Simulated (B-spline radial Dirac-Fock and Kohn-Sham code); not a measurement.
Method: the Dirac equation of a negative muon with reduced mass in the field of a spherical finite nucleus, with the Uehling potential to all orders; nuclear polarisation, deformation, hyperfine structure, self-energy, higher-order vacuum polarisation, relativistic recoil and electron screening are left out. Computed with a B-spline atomic structure program. The nuclear charge is a Fermi distribution (skin thickness 2.3 fm).

**Question.** A muonic atom of atomic mass 91.91 u emits these computed lines: 2p3/2 → 1s1/2 2632 keV, 3d5/2 → 2p3/2 662.4 keV, 4f7/2 → 3d5/2 231.5 keV, 5g9/2 → 4f7/2 106.8 keV. Which element is it, and what rms charge radius was used?

**Answer.** Niobium (Z = 41, nuclide ⁹²Nb); the high transitions hardly feel the nucleus and fix Z. The 2p → 1s line lies 1015 keV below the value for a point nucleus without QED, which for this nuclear model gives a radius near 4.30 fm (4.3026 fm was used).
